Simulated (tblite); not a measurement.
Parent: `[CH3:1][CH2:2][NH:3][C:4](=[O:5])[SiH2:6][NH2:7]` with C1–C2–N3–C4 -118°, C2–N3–C4–O5 -2°, N3–C4–Si6–N7 -28°, C4–Si6–N7–H -57° and 169°, C3H10N2OSi.

Structures optimised with GFN2-xTB, isolated species. One conformer each, not checked by frequencies here.

| coordinate of the parent | value |
| --- | --- |
| C1–C2 | 1.525 Å |
| C2–N3 | 1.446 Å |
| N3–C4 | 1.351 Å |
| C4=O5 | 1.221 Å |
| C4–Si6 | 1.916 Å |
| Si6–N7 | 1.732 Å |
| C1–C2–N3 | 111.7° |
| C2–N3–C4 | 123.9° |
| N3–C4–O5 | 122.2° |
| N3–C4–Si6 | 116.1° |
| O5–C4–Si6 | 121.7° |
| C4–Si6–N7 | 104.6° |

Task: How does the shared frame change in `[CH3:1][C:2](=[O:3])[CH2:4][CH2:5][NH:6][C:7](=[O:8])[SiH2:9][NH2:10]` with C1–C2–C4–C5 -158°, C2–C4–C5–N6 -172°, C4–C5–N6–C7 -84°, C5–N6–C7–O8 -3°, N6–C7–Si9–N10 22°, C5H12N2O2Si? Atoms pair as C1 = C4, C2 = C5, N3 = N6, C4 = C7, O5 = O8, Si6 = Si9, N7 = N10 (parent first).

Result: 
| parent | relative | value in the relative | change |
| --- | --- | --- | --- |
| C1–C2 | C4–C5 | 1.532 Å | +0.007 |
| C2–N3 | C5–N6 | 1.445 Å | -0.001 |
| N3–C4 | N6–C7 | 1.353 Å | +0.002 |
| C4=O5 | C7=O8 | 1.220 Å | -0.001 |
| C4–Si6 | C7–Si9 | 1.915 Å | -0.001 |
| Si6–N7 | Si9–N10 | 1.731 Å | -0.001 |
| C1–C2–N3 | C4–C5–N6 | 112.1° | +0.4 |
| C2–N3–C4 | C5–N6–C7 | 122.7° | -1.2 |
| N3–C4–O5 | N6–C7–O8 | 121.9° | -0.3 |
| N3–C4–Si6 | N6–C7–Si9 | 116.4° | +0.3 |
| O5–C4–Si6 | O8–C7–Si9 | 121.7° | 0.0 |
| C4–Si6–N7 | C7–Si9–N10 | 104.7° | +0.1 |

Of the parent's bonds, C1–C2 changes most (+0.007 Å). Bonds of the relative outside the shared frame: C1–C2 1.507, C2=O3 1.204, C2–C4 1.515 Å. Point group C1 → C1.

These are computed values.
